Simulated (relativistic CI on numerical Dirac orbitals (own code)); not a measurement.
## Cu²⁺ in a cubic cluster: 2p photoemission with charge transfer

Computed with a charge-transfer multiplet model of a cubic metal-ligand cluster with up to one ligand hole, Slater and spin-orbit integrals from Dirac-Coulomb-Breit ions, Slater integrals scaled by 0.7. The ground state mixes d9 with configurations of k ligand holes L, whose averages lie at kΔ + k(k − 1)U_dd/2; a core hole lowers each added d electron by U_cd. 300 K, Lorentzian 0.6 eV and Gaussian 0.8 eV FWHM.

Atomic integrals in eV (Slater integrals scaled, ζ unscaled), ground: F2dd 9.683, F4dd 6.042, zeta_d 0.099; with the core hole: F2dd 9.683, F4dd 6.042, zeta_d 0.138, zeta_core 13.377, F2cd 6.178, G1cd 4.735, G3cd 2.694.

Cluster parameters (eV): Δ = 0.5, U_dd = 8.1, U_cd = 9.6, 10Dq(ligand) = 1.1, V(eg) = 2.2, V(t2g) = -1.15, final-state hopping factor = 1.

```json
{"Case": "10Dq = 0.45 eV", "n_d": "9.49", "d9": "0.51", "d10L": "0.49", "S": "0.50"}
{"Case": "10Dq = 0.75 eV", "n_d": "9.47", "d9": "0.53", "d10L": "0.47", "S": "0.50"}
{"Case": "10Dq = 1.05 eV", "n_d": "9.45", "d9": "0.55", "d10L": "0.45", "S": "0.50"}
{"Case": "10Dq = 1.35 eV", "n_d": "9.43", "d9": "0.57", "d10L": "0.43", "S": "0.50"}
{"Case": "10Dq = 1.95 eV", "n_d": "9.39", "d9": "0.61", "d10L": "0.39", "S": "0.50"}
```

Weights, n_d and S are thermal averages at 300 K. Binding energies count from the first peak over 30 % of the highest in each spectrum, which can be another peak from case to case. The parameters are a model scan and need not match a compound or its usual spin state. Peaks in eV (height, largest 100):
- 10Dq = 0.45 eV: 0.0 (100), 9.4 (20), 11.8 (15), 20.0 (50), 30.7 (14)
- 10Dq = 0.75 eV: 0.0 (100), 9.3 (24), 11.6 (15), 20.0 (50), 30.7 (15)
- 10Dq = 1.05 eV: 0.0 (100), 9.3 (28), 11.6 (16), 20.1 (50), 29.8 (13), 30.7 (15)
- 10Dq = 1.35 eV: 0.0 (100), 9.2 (33), 11.4 (16), 20.1 (50), 29.6 (15), 30.6 (15)
- 10Dq = 1.95 eV: 0.0 (100), 9.0 (41), 11.1 (17), 20.1 (50), 29.4 (18), 30.2 (16)

For the case 10Dq = 1.05 eV, Δ = 0.5 eV is smaller than U_dd = 8.1 eV, the charge-transfer side of the Zaanen-Sawatzky-Allen scheme. With the core hole the average of the configuration with one ligand hole lies at Δ − U_cd = -9.1 eV before mixing: it lies below the unscreened one, so the lowest final states are mostly screened and the unscreened weight appears at higher binding energy as a satellite.
